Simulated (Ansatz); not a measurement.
## GeSiH6O (SMILES [SiH3][O][GeH3]): methods side by side

GeSiH6O: 9 atoms, total charge 0, spin state singlet. As SMILES, `[SiH3][O][GeH3]`. The coordinates come from a PBE0-D4/def2-TZVP relaxation.

Quantity: the electronic atomisation energy, in eV. The values are calculated. Electronic energies at fixed atoms, without zero-point motion or spin-orbit coupling.

```csv
level,kind,program,value (eV)
HF/def2-SVP,Hartree–Fock,Ansatz,20.75
SVWN5/def2-SVP,LDA,Ansatz,31.23
PBE/def2-SVP,GGA,Ansatz,27.48
r2SCAN/def2-SVP,meta-GGA,Ansatz,27.87
BHLYP/def2-SVP,global hybrid,Ansatz,27.22
CAM-B3LYP/def2-SVP,range-separated hybrid,Ansatz,27.97
wB97X/def2-SVP,range-separated hybrid,Ansatz,28.03
B2PLYP/def2-SVP,double hybrid,Ansatz,27.29
BCCD(T)/def2-SVP,coupled cluster or CI,Ansatz,26.42
```

All-electron rows without a relativistic Hamiltonian named are non-relativistic. The values span 20.75 to 31.23 eV. In the correlated wave-function rows the outer d shell of Ge is correlated, in sets not made for it.
